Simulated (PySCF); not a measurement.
Stretching SiAs⁺

Set-up: basis Si pcseg-1, As pcseg-1; no relativity; PySCF 2.14. Energies in eV from Si⁺ + As in their ground configurations at the same level. All curves are PBE0. state 1: ³Σ⁻ (triplet), unpaired electrons π ↑↑; state 2: Ms = 0 determinant of mixed spin (⟨S²⟩ near 1.0), unpaired electrons π ↑↓, a mixture of terms (⟨Lz²⟩ = 2.0), a second solution, started from another occupation; state 3: ³Π (triplet), unpaired electrons σ ↑, π ↑, a second solution, started from another occupation; state 4: Ms = 0 determinant of mixed spin (⟨S²⟩ near 1.0), unpaired electrons σ ↓, π ↑, a second solution, started from another occupation.

```
R (Å)  state 1  state 2  state 3  state 4
2.016   -1.911   -1.607   -2.125   -1.960
2.110   -2.467   -2.172   -2.375   -2.204
2.203   -2.770   -2.482   -2.423   -2.243
2.274   -2.876   -2.592   -2.368   -2.183
2.344   -2.904   -2.622   -2.263   -2.072
2.414   -2.872   -2.592   -2.133   -1.934
2.508   -2.761   -2.482   -1.951   -1.739
2.625   -2.549   -2.268   -1.739   -1.502
2.766   -2.234   -1.947   -1.517   -1.247
2.953   -1.784   -1.474   -1.276   -0.961
```

Problem. Put a parabola through the three lowest points of the state 1 curve and estimate Re, k and ωe (reduced mass 20.37 u; 1 eV/Å² = 0.16022 mdyn/Å; ωe = 1302.8·√(k/μ) cm⁻¹).

Solution. Through R = 2.274, 2.344, 2.414 Å the second-order coefficient is 6.12 eV/Å², so Re ≈ 2.342 Å, k ≈ 1.96 mdyn/Å and ωe ≈ 404 cm⁻¹. A polynomial fit of higher order to the unrounded PBE0 energies gives Re = 2.338 Å, k = 1.97 mdyn/Å, ωe = 405 cm⁻¹; anharmonicity and rounding make the difference.

The higher-order fit for each curve: state 1: Re = 2.338 Å, ωe = 405 cm⁻¹, De = 2.90 eV; state 2: Re = 2.341 Å, ωe = 406 cm⁻¹, minimum 2.62 eV below the ground-state fragments; state 4: Re = 2.178 Å, ωe = 482 cm⁻¹, minimum 2.25 eV below the ground-state fragments. State 3 gave no clean fit.

⟨S²⟩ of the unrestricted solution departs from its pure value on part of the curve, where spin states mix. Spin–orbit coupling is left out. For an ion De counts to the pair picked by the measured ionisation energies or electron affinities, which need not be the lowest pair at this level. The state is the lowest determinant that a PBE0 search found; another state may lie lower at other levels.
